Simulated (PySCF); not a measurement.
SMILES B(Br)(Br)Br, PBE0/def2-SVP optimised geometry.

```
4

B     -0.47     0.00     0.00
Br     1.42     0.00     0.00
Br    -1.42    -1.64     0.00
Br    -1.42     1.64     0.00
```

Density from PBE0/def2-TZVP (PySCF) at that geometry.

Minimum of the electron density along straight lines between bonded atoms, close to the bond critical point (lines longer than 1.1 times the sum of covalent radii, or with two minima, are not listed):

```tsv
bond	length / Å	ρ at the minimum / e bohr⁻³	∇²ρ there / e bohr⁻⁵	position (fraction from the first atom)
B1–Br2	1.899	0.142	-0.27	0.31
B1–Br3	1.899	0.142	-0.27	0.31
B1–Br4	1.899	0.142	-0.27	0.31
```
